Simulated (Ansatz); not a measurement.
Ge₈AsH₁₆⁺, a doped cluster cut from the lattice of germanium (As on a surface site). The state is a singlet with charge 1. Geometry PBE-D4/def2-SVP.

| atom | x (Å) | y (Å) | z (Å) |
| --- | --- | --- | --- |
| As1 | -1.830 | -0.108 | 1.072 |
| Ge2 | -0.377 | -1.316 | -2.439 |
| Ge3 | 0.522 | 2.700 | -0.495 |
| Ge4 | 1.988 | -0.852 | 0.841 |
| Ge5 | -1.541 | 2.322 | 0.768 |
| Ge6 | -2.361 | -1.326 | -1.005 |
| Ge7 | 0.045 | -1.127 | 2.303 |
| Ge8 | 1.592 | -2.107 | -1.224 |
| Ge9 | 2.409 | 1.541 | 0.543 |
| H10 | -3.065 | -0.259 | 1.954 |
| H11 | -0.207 | 0.133 | -2.963 |
| H12 | -0.729 | -2.263 | -3.616 |
| H13 | 0.727 | 4.238 | -0.479 |
| H14 | 0.258 | 2.220 | -1.945 |
| H15 | 3.168 | -1.497 | 1.625 |
| H16 | -2.863 | 2.736 | 0.072 |
| H17 | -1.510 | 2.818 | 2.236 |
| H18 | -3.601 | -0.564 | -1.537 |
| H19 | -2.764 | -2.718 | -0.455 |
| H20 | -0.446 | -2.579 | 2.534 |
| H21 | 0.059 | -0.325 | 3.630 |
| H22 | 1.374 | -3.598 | -0.855 |
| H23 | 2.832 | -1.961 | -2.144 |
| H24 | 2.662 | 2.170 | 1.938 |
| H25 | 3.657 | 1.722 | -0.359 |

The 6-31G sets use Cartesian d functions. B3LYP takes the VWN-RPA correlation.

(1) Estimate the orbital energies around the gap (eV) in Ansatz with HF/6-31G, PBE-D4/def2-SVP, r2SCAN-D4/def2-SVP, B3LYP-D4/6-31G.

## Answers

(1) 
```tsv
orbital	HF/6-31G	PBE-D4/def2-SVP	r2SCAN-D4/def2-SVP	B3LYP-D4/6-31G
HOMO−5	-14.40	-10.84	-11.17	-11.74
HOMO−4	-14.21	-10.82	-11.14	-11.68
HOMO−3	-13.79	-10.41	-10.70	-11.24
HOMO−2	-13.61	-10.30	-10.60	-11.12
HOMO−1	-13.48	-10.22	-10.50	-11.01
HOMO	-13.22	-10.07	-10.35	-10.82
LUMO	-1.88	-5.64	-5.47	-5.08
LUMO+1	-1.08	-5.06	-4.93	-4.25
LUMO+2	-1.01	-4.87	-4.73	-4.14
LUMO+3	-0.94	-4.85	-4.68	-4.01
LUMO+4	-0.90	-4.66	-4.49	-3.98
LUMO+5	-0.66	-4.57	-4.36	-3.86
```
